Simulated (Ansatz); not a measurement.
Two shapes of singlet H8.

Shape 1:

```xyz
8

H     1.3500    0.0000    0.3700
H     0.0000    1.3500    0.3700
H    -1.3500    0.0000    0.3700
H     0.0000   -1.3500    0.3700
H     1.3500    0.0000   -0.3700
H     0.0000    1.3500   -0.3700
H    -1.3500    0.0000   -0.3700
H     0.0000   -1.3500   -0.3700
```

Shape 2:

```xyz
8

H     1.2150    0.0000    0.3330
H     0.0000    1.2150    0.3330
H    -1.2150    0.0000    0.3330
H     0.0000   -1.2150    0.3330
H     1.2150    0.0000   -0.3330
H     0.0000    1.2150   -0.3330
H    -1.2150    0.0000   -0.3330
H     0.0000   -1.2150   -0.3330
```

Basis set: def2-SVP (spherical functions). All electrons are correlated. Charge 0, multiplicity 1.

Computed with Ansatz (development build ahead of 0.2.0); each method stands on the lowest determinant of its kind that the runs found.

(1) Which shape is lower in energy, and by how much in each method?

Results:

(1)

```
 method  E(2) − E(1) (eV)
    RHF             1.691
RHF-MP2             1.684
```

Shape 1 is lower. Caution: no unrestricted run beside it, a lower state can exist.
